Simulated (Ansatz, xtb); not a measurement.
Isomers of GaGeH6P in order of energy

6 gas-phase structures of GaGeH6P, found in a search over its isomers (lower ones may exist). Each was relaxed with GFN2-xTB; where two conformers were screened, the lower at r2SCAN-D4/def2-SVP is listed:

A. `[PH2][GaH][GeH3]`, a singlet
B. `[GaH3-][PH2+][GeH]`, a singlet
C. a singlet given by its coordinates
D. a singlet given by its coordinates
E. `[PH2][GeH2][GaH2]`, a singlet
F. `[GaH2][PH][GeH3]`, a singlet

C (Å):

```csv
atom,x (Å),y (Å),z (Å)
Ga,0.5384,-1.2967,0.4799
Ge,0.1348,1.6629,0.8539
P,-0.9332,0.2243,-0.6918
H,-0.8523,0.9846,1.9344
H,-2.2840,0.4765,-0.6375
H,1.2676,0.0003,1.2175
H,-0.7187,0.7379,-1.9541
H,1.4706,-1.9099,-0.5915
H,-0.3058,-2.1803,1.4136
```

Close contacts (Å): Ga1–Ge2 3.01, Ga1–P3 2.42, Ge2–P3 2.37, Ga1–H6 1.66, Ga1–H8 1.55, Ga1–H9 1.54, Ge2–H4 1.61, Ge2–H6 2.04, P3–H5 1.38, P3–H7 1.38.

D (Å):

```csv
atom,x (Å),y (Å),z (Å)
Ga,-0.2218,1.9458,-0.0243
Ge,2.3993,0.5630,0.1755
P,-2.1326,-0.2286,-0.0631
H,1.0763,0.5637,1.2947
H,2.0418,2.2397,0.0219
H,-1.5822,-0.5028,-1.3146
H,1.1511,0.3737,-1.0150
H,-1.0696,-0.8435,0.5939
H,-2.8851,-1.3967,-0.0719
```

Close contacts (Å): Ga1–Ge2 2.97, Ga1–P3 2.89, Ge2–H4 1.73, Ge2–H5 1.72, Ge2–H7 1.74, P3–H6 1.39, P3–H8 1.39, P3–H9 1.39.

Problem. Make a reasoned guess at their ranking by r2SCAN-D4/def2-SVP single-point energy.

Solution. Calculated order at r2SCAN-D4/def2-SVP: A (0.0), F (1.4), E (7.3), C (13.8), D (34.6), B (35.0) kcal/mol. Less than 1 kcal/mol parts D and B, so the order within that pair means little.

Energies above the lowest of each column, in kcal/mol; the last columns are at BLYP-D3(BJ)/def2-SVP geometries and were run for some of them only (a dash: not run or not comparable):

```json
{"structure": "A", "GFN2-xTB": "9.3", "HF/STO-3G": "0.0", "r2SCAN-D4/def2-SVP": "0.0", "BLYP-D3(BJ)/def2-SVP": "0.0", "CCSD(T)/def2-SVP + ΔMP2/def2-TZVPP": "0.0"}
{"structure": "F", "GFN2-xTB": "10.3", "HF/STO-3G": "1.5", "r2SCAN-D4/def2-SVP": "1.4", "BLYP-D3(BJ)/def2-SVP": "2.8", "CCSD(T)/def2-SVP + ΔMP2/def2-TZVPP": "2.2"}
{"structure": "E", "GFN2-xTB": "15.2", "HF/STO-3G": "6.0", "r2SCAN-D4/def2-SVP": "7.3", "BLYP-D3(BJ)/def2-SVP": "6.8", "CCSD(T)/def2-SVP + ΔMP2/def2-TZVPP": "7.3"}
{"structure": "C", "GFN2-xTB": "4.7", "HF/STO-3G": "38.8", "r2SCAN-D4/def2-SVP": "13.8", "BLYP-D3(BJ)/def2-SVP": "–", "CCSD(T)/def2-SVP + ΔMP2/def2-TZVPP": "–"}
{"structure": "D", "GFN2-xTB": "0.0", "HF/STO-3G": "150.3", "r2SCAN-D4/def2-SVP": "34.6", "BLYP-D3(BJ)/def2-SVP": "–", "CCSD(T)/def2-SVP + ΔMP2/def2-TZVPP": "–"}
{"structure": "B", "GFN2-xTB": "8.9", "HF/STO-3G": "44.1", "r2SCAN-D4/def2-SVP": "35.0", "BLYP-D3(BJ)/def2-SVP": "–", "CCSD(T)/def2-SVP + ΔMP2/def2-TZVPP": "–"}
```

CCSD(T)/def2-SVP + ΔMP2/def2-TZVPP puts A lowest of those it was run on; GFN2-xTB picks D. Some further structures that were screened fall inside this span and aren't listed. Flexible structures stand in one conformer each, not always the lowest. Frequencies (BLYP-D3(BJ)/def2-SVP) were run for A, E, F alone. ΔMP2 is the change of the MP2 energy from the smaller to the larger basis.

Over these structures GFN2-xTB departs from r2SCAN-D4/def2-SVP by 16.0 kcal/mol on average once a common shift is removed. A GFN2-xTB relaxation took about 0.17 s and the r2SCAN-D4/def2-SVP energy about 2.4 s on a shared host (Ansatz 0.2.0, xtb 6.7.1).
